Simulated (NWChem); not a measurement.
System: CaF₂ anion, doublet; SMILES of the neutral closed-shell parent [F][Ca][F]

```xyz
3

Ca     0.0000     0.0000    -0.4737
F     -1.7988     0.0000     0.5264
F      1.7988     0.0000     0.5264
```
Atoms are numbered in this order, from 1.

All runs: NWChem. Spin-unrestricted. Sets without diffuse functions describe the anion's extra electron poorly. Structure relaxed at the B3LYP/def2-SVPD, spin-unrestricted level. The spin multiplicity was typed, not searched, and may not be the lowest. No stability test was run on the SCF state. The highest occupied level is positive in some or all of these runs, so the extra electron may be held by the finite basis. Total energies compare along this basis series because the functional is fixed.

```tsv
level	basis functions	energy (Ha)	highest occupied level (eV)	lowest empty minus highest occupied level, either spin (eV)	<S²>
PBE/def2-SVP	52	-876.7874	1.30	0.80	0.750
PBE/def2-SVPD	73	-876.8336	0.98	1.02	0.750
PBE/def2-TZVP	98	-877.1364	1.15	0.93	0.750
PBE/def2-TZVPP	98	-877.1364	1.15	0.93	0.750
PBE/def2-QZVP	170	-877.1719	1.01	0.93	0.750
```
